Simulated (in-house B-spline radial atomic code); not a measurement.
**Ionising the manganese ion Mn⁺ with different functionals**

Computed with an all-electron radial atomic-structure program (B-spline basis): scalar-relativistic (spin-free X2C) Hamiltonian, Fermi nucleus of rms radius 3.7057 fm, spin-polarised at highest spin, spherical fractional occupations for the functionals, and exact exchange of hybrids averaged over the configuration. The ionisation energy is the difference of two self-consistent energies, [Ar] 3d5 4s1 → [Ar] 3d5, without Breit or QED terms; ε is the level of the shell that loses the electron (its least bound occupied spin orbital).

```csv
method,rung,ΔSCF (eV),-ε(4s) (eV)
PBE0,global hybrid,15.97,13.29
B3LYP,global hybrid,16.10,13.17
TPSSh,global hybrid,15.91,12.80
BHandHLYP,global hybrid,?,?
r2SCAN0,global hybrid,15.92,13.53
B97-1,global hybrid,15.62,12.88
HSE06,range-separated hybrid,?,?
wB97X,range-separated hybrid,15.37,15.03
CAM-B3LYP,range-separated hybrid,15.97,14.45
LC-wPBE,range-separated hybrid,15.76,15.58
```

(1) What does HSE06 give?

(2) What does BHandHLYP give?

(3) Among the functionals, which spreads more, the ΔSCF values or the orbital energies?

(4) How do they compare with the NIST value?

Results:

(1) ΔSCF 16.04 eV, and -ε(4s) = 12.96 eV.

(2) ΔSCF 15.59 eV, and -ε(4s) = 13.81 eV.

(3) The orbital energies: ΔSCF values span about 0.73 eV and the orbital energies 2.79 eV.

(4) NIST lists 15.640 eV (measured, ground level to ground level). Errors run from -0.27 to +0.46 eV; B97-1 is closest (-0.02 eV), but part of that can be cancellation, since the calculations leave out spin-orbit coupling, Breit-QED terms, multiplet and fine-structure energies.
